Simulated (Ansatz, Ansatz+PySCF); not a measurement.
```yaml
atoms:
  - { symbol: O, position_ang: [0.0000, 0.0000, -0.2387] }
  - { symbol: H, position_ang: [0.0000, 0.0000, 1.9095] }
  - { symbol: H, position_ang: [30.0000, 0.0000, -0.5707] }
  - { symbol: H, position_ang: [30.0000, 0.0000, 0.5707] }
```

Basis set: 6-31G (spherical functions). Correlated methods keep 1 orbital frozen. Charge 0, multiplicity 2.

Computed with Ansatz (development build ahead of 0.2.0); each method stands on the lowest determinant of its kind that the runs found.

The atomization energy at this shape (free ground-state atoms in the same class of orbitals less the molecule, no zero-point energy) of doublet H3O:

```csv
method,atomization energy
UHF-MP2,2.61 eV
UHF,1.95 eV
```

(1) What does UHF-CCSD(T) give?

## Answers

(1) 3.14 eV. Caution: the shape is not the minimum; the unrestricted determinant is a mixture of spin states. Caution for UHF-CCSD(T), UHF-MP2: large amplitudes, a single reference is doubtful.

This basis has no polarisation functions and is too small for such energies, which can lie far from measured ones in either direction.
